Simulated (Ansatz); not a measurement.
Name a neutral molecule of C, S, Se and H with HOMO energy (PBE/def2-TZVPP) between -5.10 and -4.80 eV and HOMO energy (PBE0/def2-TZVPP) between -6.40 and -6.10 eV (Ansatz, PBE0-D4/def2-TZVP geometry).

`CC(S)=[Se]` (-5.09 eV, -6.22 eV); `C/C(S)=C\[SeH]` (-5.08 eV, -6.13 eV). Other molecules can fit too; these were computed, each in one conformer that needn't be the lowest.
